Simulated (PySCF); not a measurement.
Species: C5H11ClSi.
SMILES with atom numbers: `[SiH3:1][C@@H:2]1[CH2:3][CH2:4][C@H:5]([Cl:6])[CH2:7]1`

Probes without a nucleus sit at each ring's centroid and 1 Å off its mean plane on both sides; NICS is minus the shielding there, NICSzz its component along the normal. Level: GIAO PBE0/pcSseg-1 (PySCF, non-relativistic, gas phase) on the GFN2-xTB geometry, one conformer.

Ring bond lengths (Å), with Mayer bond orders in brackets: C2–C3 1.531 (1.01), C3–C4 1.536 (1.04), C4–C5 1.538 (0.97), C5–C7 1.528 (0.98), C7–C2 1.528 (1.00).

Problem. What do the NICS probes read (ppm)?

Solution. 
| ring | type | NICS(0) | NICS(1), two faces | NICS(1)zz, two faces | rms pucker (Å) | centre to ring atoms, mean (Å) |
| --- | --- | --- | --- | --- | --- | --- |
| C2–C3–C4–C5–C7 | 5-membered carbocycle; formal bonds all single | -5.1 | -3.7 / -4.5 | -1.6 / -4.4 | 0.19 | 1.28 |

Problem. What do they say, and how far can they be read as aromaticity?

Solution. 
- C2–C3–C4–C5–C7: mean NICS(1)zz -3.0 ppm, shielded. C2, C3, C4, C5, C7 have four or more neighbours, and the NICS criterion for π rings isn't applied.

Problem. At the second NICS(1) probe listed for ring C2–C3–C4–C5–C7, 1 Å off the ring, how large is the induced field along the normal in 1 T applied along it?

Solution. NICSzz × B0 = -4.4 ppm × 1 T = -4 μT, against the applied field.

Problem. List the ring angles and the Hirshfeld charges of the ring atoms.

Solution. 
- C2–C3–C4–C5–C7: C2 102.0° (-0.108 e), C3 104.8° (-0.068 e), C4 105.6° (-0.075 e), C5 106.0° (+0.014 e), C7 103.4° (-0.079 e); sum 521.9° against 540° for a flat convex ring.
